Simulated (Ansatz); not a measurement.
Geometry optimisation, RKS B3LYP-D4/def2-SVP (Ansatz 0.2.0).

Input file:

```yaml
crystal:
  periodic: [false, false, false]
  atoms:
    - { symbol: Al, position_ang: [-0.3196, -1.9563, 0.0355] }
    - { symbol: Cl, position_ang: [2.1931, -1.596, -0.5332] }
    - { symbol: H, position_ang: [-1.1253, -2.4498, -1.1706] }
    - { symbol: H, position_ang: [-0.5766, -2.4734, 1.4562] }
    - { symbol: H, position_ang: [1.0699, -0.281, -0.2423] }
    - { symbol: O, position_ang: [-0.0727, 0.2087, 0.0237] }
    - { symbol: Si, position_ang: [-0.2573, 1.8328, 0.0938] }
    - { symbol: H, position_ang: [0.5832, 2.3007, 1.1957] }
    - { symbol: H, position_ang: [0.1848, 2.3606, -1.1963] }
    - { symbol: H, position_ang: [-1.6796, 2.0536, 0.3375] }
basis:
  gaussian: { orbitals: def2-SVP }
hamiltonian:
  xc: b3lyp
  dispersion: d4
relax:
  f_tol: 0.15
  max_steps: 25
  restrain:
    - { distance: [0, 5], at: 1.87, k: 30.0 }
    - { distance: [4, 1], at: 1.33, k: 30.0 }
    - { distance: [0, 1], at: 3.53, k: 30.0 }
    - { distance: [4, 5], at: 2.27, k: 30.0 }
```

Command:

```bash
$ ansatz run input.yaml --threads 2 --pin off --max-ram 3072MiB --backend cpu --events-out ev --progress --plain --runs-dir out
```

**Question.** Where does it end, and by what steps?

**Answer.** The run converged. The restraints hold the end off the free minimum. After 8 steps the energy has fallen by 0.432 eV (the restraints' own energy left out); H5 moved furthest, 0.84 Å. Joined: Cl2–H5 (1.75 → 1.32 Å).

| step | energy less start (eV) | largest force component (eV/Å) | accepted |
| --- | --- | --- | --- |
| 0 | 0.0000 | 4.844 | yes |
| 1 | 0.4440 | 3.879 | yes |
| 2 | 0.2458 | 3.624 | yes |
| 3 | -0.1406 | 2.595 | yes |
| 4 | -0.4030 | 1.716 | yes |
| 5 | -0.4208 | 2.369 | yes |
| 6 | -0.4301 | 1.787 | yes |
| 7 | -0.4183 | 1.829 | no |
| 8 | -0.4317 | 1.752 | yes |

```xyz
10
Properties=species:S:1:pos:R:3
Al -0.755 -1.702 0.148
Cl 2.670 -1.479 -0.649
H -1.273 -2.359 -1.185
H -0.670 -2.379 1.566
H 1.857 -0.461 -0.472
O -0.287 0.045 0.055
Si -0.370 1.696 0.120
H 0.461 2.209 1.250
H 0.143 2.276 -1.156
H -1.776 2.154 0.322
```

The run took 25 s on 2 threads of Intel(R) Xeon(R) Platinum 8259CL CPU @ 2.50GHz (Skylake/Cascade Lake), with other jobs on the host, peak memory 0.23 GiB.
